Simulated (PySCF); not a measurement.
## Two-dimensional NMR puzzle

Compound of formula C₅H₈N₂Si. Correlations simulated from computed shifts and the bond graph:

HSQC (one-bond C–H):
```csv
δH,δC
9.49,159.3
9.45,155.9
2.44,21.0
```

HMBC (two and three bonds, from the bond graph):
```csv
δH,δC
9.49,"147.1, 132.6"
9.45,"147.1, 132.6, 21.0"
4.47,"159.3, 147.1, 132.6"
2.44,"155.9, 147.1, 132.6"
```

Carbons without hydrogens: δ 147.1, 132.6.

All values are calculated (PySCF 2.14): NMR shieldings at PBE0/pcSseg-1/GIAO, geometry: GFN2-xTB. Averaged over atoms made equivalent by symmetry, fast rotation or ring inversion, no relativistic terms, one conformer, in vacuum.

Scale: 1H (σref 31.72), 13C (σref 186.93) against TMS (reference shieldings calculated alike).

Exchangeable hydrogens are left out of these lists.

**Question.** Assemble the structure.

**Answer.** `Cc1cnncc1[SiH3]`.

Numbering as in the mapped SMILES `[CH3:1][c:2]1[cH:3][n:4][n:5][cH:6][c:7]1[SiH3:8]`. Each H is labelled by its parent atom.

δC 159.3 is C6, an aromatic CH next to a ring nitrogen (δH 9.49). δC 155.9 is C3, an aromatic CH next to a ring nitrogen (δH 9.45). δC 147.1 is C2, a substituted aromatic carbon. δC 132.6 is C7, a substituted aromatic carbon. δC 21.0 is C1, a methyl carbon on an aromatic ring (δH 2.44). HMBC from δH 9.49 reaches the proton-free carbons C2, C7. HMBC from δH 9.45 reaches the proton-free carbons C2, C7. HMBC from δH 4.47 reaches the proton-free carbons C2, C7. HMBC from δH 2.44 reaches the proton-free carbons C2, C7.

The shifts were computed for this structure.

Shifts are as computed. Against solution values, carbons near 30 ppm lie about +3 ppm off and those near 130 ppm about +5 ppm. Of 1211 compounds with measured shifts, 218 miss one by over three times the rms of a fit or turn the order of signals round; such compounds aren't used in these exercises.
